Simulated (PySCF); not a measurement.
# PBE0 beside CCSD(T) along the alkali metals: bonds to B

PBE0 and CCSD(T) in PySCF with def2-SVPD on every atom (core potentials on Rb), for the lowest determinant that a PBE0 search found; no spin–orbit coupling.

```tsv
molecule	state (unpaired electrons)	PBE0 Re (Å)	PBE0 ωe (cm⁻¹)	PBE0 De (eV)	CCSD(T) Re (Å)	CCSD(T) ωe (cm⁻¹)	CCSD(T) De (eV)
LiB	triplet (σ ↑, π ↑)	2.130	564	1.45	2.151	542	1.13
NaB	triplet (σ ↑, π ↑)	2.487	333	1.00	2.524	326	0.72
KB	triplet (σ ↑, π ↑)	2.874	275	0.98	?	?	?
RbB	triplet (σ ↑, π ↑)	3.034	242	0.94	3.064	239	0.60
```

Question: Estimate the CCSD(T) values of KB by adding the mean shift from PBE0 to CCSD(T) of the other rows, and compare with the calculation.

Answer: The mean shifts are +2.9 pm, -11 cm⁻¹ and -0.31 eV, which give 2.903 Å, 264 cm⁻¹ and 0.67 eV. CCSD(T)/def2-SVPD gives Re = 2.918 Å, ωe = 268 cm⁻¹, De = 0.67 eV.

Question: What are the mean differences of PBE0 from CCSD(T) over the whole series?

Answer: Re -3.3 pm, ωe +10 cm⁻¹, De +0.31 eV.

In a basis of this size CCSD(T) is itself not converged; it tends to give bonds that are too long and too weak.

Correlated steps freeze the inner cores (1 to 6 orbitals); shallow outer-core shells are correlated. Correlated levels converge slowly with the basis: in double zeta they bind strong bonds too weakly, by up to about 1 eV, and carry superposition errors of some tenths. Spin–orbit coupling is left out. States were picked by a PBE0 search and need not be the measured ground states.
